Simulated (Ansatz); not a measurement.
`CNBF`. Charge 0, multiplicity 1.

```xyz
9

C    -0.859   -0.501    0.586
N     0.420    0.099    0.292
B     0.831    0.580   -0.943
F     2.054    1.113   -1.063
H    -1.407    0.065    1.344
H    -1.462   -0.519   -0.322
H    -0.751   -1.531    0.940
H     1.055    0.162    1.073
H     0.119    0.532   -1.905
```

Task: List the harmonic frequencies (cm⁻¹, unscaled) at PBE0-D4/def2-TZVP in Ansatz. (Best estimate.)

Result: Computed: 172, 219, 277, 500, 665, 905, 999, 1082, 1153, 1154, 1241, 1321, 1458, 1487, 1500, 1586, 2629, 3036, 3090, 3141, 3616.

Task: Is this a minimum?

Result: Yes, all 21 modes are real.

Task: Give the ideal-gas thermochemistry at 298.15 K and 1 bar (rigid rotor, harmonic oscillator; point group Cs, symmetry number 1).

Result: Zero-point energy 186.8 kJ/mol; H(298) − E = 202.3 kJ/mol; entropy 291.0 J/(mol·K), of which translation 160.1, rotation 99.7, vibration 31.2; G(298) − E = 115.6 kJ/mol.

Task: And at 400, 500, 600, 800 and 1000 K?

Result: 
```csv
T (K),H − E (kJ/mol),S (J/mol/K),G − E (kJ/mol)
400,210.7,315.1,84.7
500,220.6,337.0,52.1
600,231.8,357.4,17.4
800,257.7,394.5,-57.9
1000,287.0,427.1,-140.1
```

Task: Rotational constants (cm⁻¹)?

Result: 1.395, 0.1288, 0.1206.
